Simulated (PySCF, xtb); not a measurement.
CHO2, SMILES [O][C]O (connectivity only; charge and spin as stated), neutral, multiplicity 2. Atoms are numbered in the order given.

```xyz
4

C     -0.3871     0.1328     0.0000
O      0.1367     1.1860     0.0000
O      0.2120    -1.0663     0.0000
H     -0.4672    -1.7546     0.0000
```
Charge 0, spin multiplicity 2.

Geometry optimised at B3LYP-D3(BJ)/def2-TZVP. One conformer was computed; it need not be the lowest.

Level of theory: IEF-PCM-B3LYP/def2-SVP (PySCF 2.14.0).

The values are the electrostatic part of the solvation free energy, E(continuum) − E(gas) at the gas-phase geometry, in a cavity of scaled van der Waals radii (PySCF's table); cavitation and dispersion terms are not included. The dipole moment in vacuum is 2.99 D.

| solvent | ε | ΔG(elec) (kcal/mol) | dipole (D) |
|---|---|---|---|
| water | 78.36 | -6.0 | 3.65 |
| 1-octanol | 9.86 | -5.2 | 3.56 |
| acetonitrile | 35.69 | -5.8 | 3.64 |

For comparison, GFN2-xTB/ALPB(water) (xtb, at the GFN2-xTB geometry, all terms of that model) gives -7.9 kcal/mol.
